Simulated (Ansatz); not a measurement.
Consider the ligand exchange at a Mg–C bond: `[CH3][Mg][OH]` + CH₃SH → `C[S][Mg][OH]` + CH₄.

Calculated with Ansatz (gas phase, PBE0-D4/def2-TZVP geometries, no zero-point term in ΔE). CCSD(T)/CBS is the MP2 limit (def2-TZVPP, def2-QZVPP) plus CCSD(T) − MP2 in def2-TZVPP, frozen cores. This one scheme is used for every species. For Mg outer-core shells are correlated without core-valence functions, which leaves a few kJ/mol of doubt a bond. Each species was taken in one conformer, which may not be the lowest.

`[CH3][Mg][OH]`:

```xyz
7

C     1.134   -0.698   -0.253
Mg   -0.600    0.370    0.135
O    -2.074    1.281    0.467
H     1.214   -1.581    0.387
H     2.028   -0.091   -0.083
H     1.169   -1.045   -1.290
H    -2.870    1.763    0.637
```

CH₃SH:

```xyz
6

C     0.395    0.289   -0.042
S    -0.579   -1.066    0.649
H     0.595    0.138   -1.102
H     1.344    0.285    0.495
H    -0.090    1.251    0.118
H    -1.667   -0.896   -0.117
```

`C[S][Mg][OH]`:

Cartesian coordinates in Å:
```
C -0.005 1.283 1.194
S -0.023 -0.527 1.445
Mg 0.015 -1.357 -0.681
O 0.085 -1.953 -2.335
H -0.029 1.740 2.183
H 0.902 1.616 0.689
H -0.878 1.627 0.641
H -0.067 -2.431 -3.138
```

CH₄:

Z-matrix (Å, degrees):
```
C
H 1 1.090
H 1 1.090 2 109.5
H 1 1.090 2 109.5 3 -120.0
H 1 1.090 2 109.5 3 120.0
```

```tsv
species	CCSD(T)/CBS(def2) energy (Eh)
`[CH3][Mg][OH]`	-315.57215
CH₃SH	-438.22835
`C[S][Mg][OH]`	-713.38697
CH₄	-40.46206
```

Task: Work out ΔE.

Result: ΔE = (-713.38697) + (-40.46206) − (-315.57215) − (-438.22835) = -0.04853 Eh = -30.5 kcal/mol.

Largest T1 diagnostic among the species: 0.010.

In def2-TZVPP, CCSD(T) changes the Hartree–Fock value by +3.4 kcal/mol (the triples alone add +0.1 kcal/mol) and MP2 by +2.5 kcal/mol. At CCSD(T), def2-SVP lies −2.5 kcal/mol from the extrapolated value and def2-TZVPP +0.2 kcal/mol.
